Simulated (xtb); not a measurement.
C2H8AsGa, charge +1, doublet, from a rough starting geometry (GFN-xTB shapes and energies of metal compounds can be far from the true ones) (a state made from the parent by changing its charge; the spin is typed, not shown lowest); GFN2-xTB run with xtb.

Here is a job for xtb.
```
$ xtb mol.xyz --gfn 2 --chrg 1 --uhf 1 --opt vtight --json

# file mol.xyz
12

Ga    -0.00628653     0.28203827    -0.01012963
C      1.81647289    -0.41532422    -0.78832849
H      1.91090157    -1.50311972    -0.53971148
H      2.61031719     0.05883147    -0.34044017
H      1.84199612    -0.18557577    -1.81712613
C     -0.65950120    -0.65553135     1.71629620
H     -1.26068900    -1.56547641     1.38360056
H     -1.50211198    -0.02426560     2.22246604
H      0.06507275    -0.99197120     2.36770892
As    -1.16367363     2.18960299    -1.06901593
H     -2.49099722     1.52841985    -0.64114448
H     -1.21471153     1.30388405    -2.35492284
```

Question: What does xtb print? Leave out banner, timings and long lists.

Answer: 
```
   ID    Z sym.   atoms
    1   31 Ga     1
    2    6 C      2, 6
    3    1 H      3-5, 7-9, 11, 12
    4   33 As     10

           -------------------------------------------------
          |                Calculation Setup                |
           -------------------------------------------------

           -------------------------------------------------
          |                 G F N 2 - x T B                 |
           -------------------------------------------------

          ...................................................
          :                      SETUP                      :
          :.................................................:
          :  # basis functions                  36          :
          :  # atomic orbitals                  34          :
          :  # shells                           18          :
          :  # electrons                        23          :
          :  max. iterations                   250          :
          :  Hamiltonian                  GFN2-xTB          :
          :  restarted?                      false          :
          :  GBSA solvation                  false          :
          :  PC potential                    false          :
          :  electronic temp.          300.0000000     K    :
          :  accuracy                    1.0000000          :
          :  -> integral cutoff          0.2500000E+02      :
          :  -> integral neglect         0.1000000E-07      :
          :  -> SCF convergence          0.1000000E-05 Eh   :
          :  -> wf. convergence          0.1000000E-03 e    :
          :  Broyden damping             0.4000000          :
          :  net charge                          1          :
          :  unpaired electrons                  1          :
          ...................................................

 iter      E             dE          RMSdq      gap      omega  full diag
   1    -11.5294354 -0.115294E+02  0.998E+00    3.70       0.0  T
   2    -11.5323664 -0.293095E-02  0.667E+00    3.74       1.0  T
   3    -11.3269037  0.205463E+00  0.596E+00    3.35       1.0  T
   4    -11.4917051 -0.164801E+00  0.248E+00    3.65       1.0  T
   5    -11.5412055 -0.495004E-01  0.103E+00    3.85       1.0  T
   6    -11.5223691  0.188365E-01  0.206E+00    3.86       1.0  T
   7    -11.5424792 -0.201102E-01  0.585E-01    3.84       1.0  T
   8    -11.5423029  0.176323E-03  0.565E-01    3.88       1.0  T
   9    -11.5427116 -0.408665E-03  0.377E-01    3.87       1.0  T
  10    -11.5433618 -0.650252E-03  0.150E-01    3.87       1.0  T
  11    -11.5433670 -0.519750E-05  0.103E-01    3.86       1.0  T
  12    -11.5434313 -0.642754E-04  0.615E-02    3.86       1.0  T
  13    -11.5434484 -0.170825E-04  0.327E-02    3.86       1.0  T
  14    -11.5434493 -0.958973E-06  0.244E-02    3.86       1.2  T
  15    -11.5434515 -0.212374E-05  0.157E-02    3.86       1.8  T
  16    -11.5434534 -0.191116E-05  0.383E-03    3.86       7.5  T
  17    -11.5434534 -0.329543E-07  0.199E-03    3.86      14.5  T
  18    -11.5434534 -0.340360E-07  0.223E-04    3.86     129.4  T
  19    -11.5434534 -0.315026E-09  0.826E-05    3.86     349.3  T

   *** convergence criteria satisfied after 19 iterations ***

         :::::::::::::::::::::::::::::::::::::::::::::::::::::
         ::                     SUMMARY                     ::
         :::::::::::::::::::::::::::::::::::::::::::::::::::::
         :: total energy             -11.418351773234 Eh    ::
         :: gradient norm              0.128446339370 Eh/a0 ::
         :: HOMO-LUMO gap              3.860869825848 eV    ::
         ::.................................................::
         :: SCC energy               -11.543430303299 Eh    ::
         :: -> isotropic ES            0.087063887903 Eh    ::
         :: -> anisotropic ES         -0.009314364016 Eh    ::
         :: -> anisotropic XC          0.006694137134 Eh    ::
         :: -> dispersion             -0.005627157887 Eh    ::
         :: repulsion energy           0.125078530065 Eh    ::
         :: add. restraining           0.000000000000 Eh    ::
         :: total charge               1.000000000000 e     ::
         :::::::::::::::::::::::::::::::::::::::::::::::::::::

      -----------------------------------------------------------
     |                   =====================                   |
     |                        A N C O P T                        |
     |                   =====================                   |
     |               Approximate Normal Coordinate               |
     |                Rational Function Optimizer                |
      -----------------------------------------------------------
      -----------------------------------------------------------
     |                   =====================                   |
     |                        A N C O P T                        |
     |                   =====================                   |
     |               Approximate Normal Coordinate               |
     |                Rational Function Optimizer                |
      -----------------------------------------------------------

          ...................................................
          :                      SETUP                      :
          :.................................................:
          :   optimization level         verytight          :
          :   max. optcycles                   240          :
          :   ANC micro-cycles                  20          :
          :   degrees of freedom                30          :
          :.................................................:
          :   RF solver                   davidson          :
          :   write xtbopt.log                true          :
          :   linear?                        false          :
          :   energy convergence         0.1000000E-06 Eh   :
[...]
 * total energy  :   -11.4414796 Eh     change       -0.2206367E-06 Eh
 * total energy  :   -11.4414798 Eh     change       -0.2115177E-06 Eh
 * total energy  :   -11.4414800 Eh     change       -0.2033738E-06 Eh
 * total energy  :   -11.4414802 Eh     change       -0.1988728E-06 Eh
 * total energy  :   -11.4414804 Eh     change       -0.1973531E-06 Eh
 * total energy  :   -11.4414806 Eh     change       -0.1958859E-06 Eh
 * total energy  :   -11.4414808 Eh     change       -0.1893043E-06 Eh
 * total energy  :   -11.4414810 Eh     change       -0.1767781E-06 Eh
 * total energy  :   -11.4414812 Eh     change       -0.1607183E-06 Eh
 * total energy  :   -11.4414813 Eh     change       -0.1440005E-06 Eh
 * total energy  :   -11.4414814 Eh     change       -0.1291884E-06 Eh
 * total energy  :   -11.4414815 Eh     change       -0.2804725E-07 Eh
   *** GEOMETRY OPTIMIZATION CONVERGED AFTER 122 ITERATIONS ***
         :: total energy             -11.441481461561 Eh    ::
[...]
         :: gradient norm              0.000016176918 Eh/a0 ::
         :: HOMO-LUMO gap              3.001368593240 eV    ::
         ::.................................................::
         :: SCC energy               -11.557403144488 Eh    ::
         :: -> isotropic ES            0.084464795490 Eh    ::
         :: -> anisotropic ES         -0.013664054106 Eh    ::
         :: -> anisotropic XC          0.005275287182 Eh    ::
         :: -> dispersion             -0.005639061427 Eh    ::
         :: repulsion energy           0.115921682927 Eh    ::
         :: add. restraining           0.000000000000 Eh    ::
         :: total charge               1.000000000000 e     ::
         :::::::::::::::::::::::::::::::::::::::::::::::::::::

           -------------------------------------------------
          |                Property Printout                |
           -------------------------------------------------

    * Orbital Energies and Occupations

         #    Occupation            Energy/Eh            Energy/eV
      -------------------------------------------------------------
         1        2.0000           -0.8108492             -22.0643
         2        2.0000           -0.7604030             -20.6916
         3        2.0000           -0.7441415             -20.2491
         4        2.0000           -0.6943681             -18.8947
         5        2.0000           -0.6386975             -17.3798
         6        2.0000           -0.6380702             -17.3628
         7        2.0000           -0.6362768             -17.3140
         8        2.0000           -0.6345849             -17.2679
         9        2.0000           -0.6231790             -16.9576
        10        2.0000           -0.6074074             -16.5284
        11        2.0000           -0.5672949             -15.4369
        12        1.0000           -0.5334341             -14.5155 (HOMO)
        13                         -0.4231358             -11.5141 (LUMO)
        14                         -0.3483998              -9.4804
        15                         -0.3302416              -8.9863
        16                         -0.2685823              -7.3085
        17                         -0.1977654              -5.3815
        18                         -0.1757055              -4.7812
        19                         -0.1752493              -4.7688
        20                         -0.1537303              -4.1832
        21                         -0.0740814              -2.0159
        22                         -0.0149857              -0.4078
        23                          0.0025081               0.0682
       ...                                ...                  ...
        34                          1.3487505              36.7014
      -------------------------------------------------------------
                  HL-Gap            0.1102983 Eh            3.0014 eV
             Fermi-level           -0.5143247 Eh          -13.9955 eV

     #   Z          covCN         q      C6AA      α(0)
     1  31 Ga       2.489     0.220   213.138    32.740
     2   6 C        3.619    -0.174    24.441     7.130
     3   1 H        0.924     0.127     1.556     1.951
     4   1 H        0.924     0.130     1.532     1.935
     5   1 H        0.924     0.127     1.557     1.951
     6   6 C        3.619    -0.174    24.440     7.130
     7   1 H        0.924     0.127     1.557     1.951
     8   1 H        0.924     0.131     1.530     1.934
     9   1 H        0.924     0.127     1.556     1.951
    10  33 As       2.737     0.265   207.092    26.387
    11   1 H        0.971     0.046     2.359     2.400
    12   1 H        0.971     0.047     2.352     2.397

 Mol. C6AA /au·bohr⁶  :       2390.011795
 Mol. C8AA /au·bohr⁸  :     134896.692582
 Mol. α(0) /au        :         89.857574

Wiberg/Mayer (AO) data.
largest (>0.10) Wiberg bond orders for each atom

 ---------------------------------------------------------------------------
     #   Z sym  total        # sym  WBO       # sym  WBO       # sym  WBO
 ---------------------------------------------------------------------------
     1  31 Ga   2.779 --     6 C    0.910     2 C    0.910    10 As   0.441
     2   6 C    3.979 --     1 Ga   0.910     3 H    0.907     5 H    0.905
                             4 H    0.903     6 C    0.255
     3   1 H    0.984 --     2 C    0.907
     4   1 H    0.983 --     2 C    0.903
     5   1 H    0.984 --     2 C    0.905
     6   6 C    3.979 --     1 Ga   0.910     9 H    0.907     7 H    0.906
                             8 H    0.902     2 C    0.255
     7   1 H    0.984 --     6 C    0.906
     8   1 H    0.983 --     6 C    0.902
     9   1 H    0.984 --     6 C    0.907
    10  33 As   2.535 --    12 H    0.947    11 H    0.947     1 Ga   0.441
    11   1 H    0.998 --    10 As   0.947
    12   1 H    0.998 --    10 As   0.947
 ---------------------------------------------------------------------------

Topologies differ in total number of bonds
Writing topology from bond orders to xtbtopo.mol

molecular dipole:
                 x           y           z       tot (Debye)
 q only:       -0.305       0.696      -0.200
   full:       -0.359       0.543      -0.278       1.799
molecular quadrupole (traceless):
                xx          xy          yy          xz          yz          zz
 q only:        1.507      -4.095      -1.824      -3.649      -4.927       0.317
  q+dip:        2.590      -3.597      -4.039      -4.391      -4.931       1.449
   full:        1.414      -3.747      -1.897      -0.503      -4.267       0.483

optimized geometry written to: xtbopt.xyz

           -------------------------------------------------
          | TOTAL ENERGY              -11.441481461561 Eh   |
          | GRADIENT NORM               0.000016176918 Eh/α |
          | HOMO-LUMO GAP               3.001368593240 eV   |
           -------------------------------------------------
```
